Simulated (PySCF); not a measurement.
# Removal energies of Os⁶⁶⁺ from EOM-IP-GCCSD

Reference: closed-shell Os⁶⁶⁺, [Ne]; one electron is removed. Calculated with PySCF 2.14, two-component X2C-1e with screened spin-orbit coupling, an even-tempered Gaussian basis (17 s from 12 bohr⁻², ratio 2.6; 14 p from 16 bohr⁻², ratio 2.6; 6 d from 16 bohr⁻², ratio 2.8; 3 f from 350 bohr⁻², ratio 2.8); frozen 1s2; the 52 highest virtual spinors dropped; of the others 52 kept and the rest restored at second order. No Breit or QED terms. Binding energies in eV.

```tsv
level	Koopmans
2s1/2	18663.1
2p1/2	18166.9
2p3/2	16577.7
```

Question: How does correlation move these levels?

Answer: 2s1/2: second order 18659.6, EOM-CCSD 18659.7; 2p1/2: second order 18164.0, EOM-CCSD 18164.0; 2p3/2: second order 16575.8, EOM-CCSD 16575.9.

For comparison, the ionisation energy of Os⁶⁶⁺ is 16560 ± 40 eV (theoretical estimate listed by NIST; NIST Atomic Spectra Database, ionization energies).
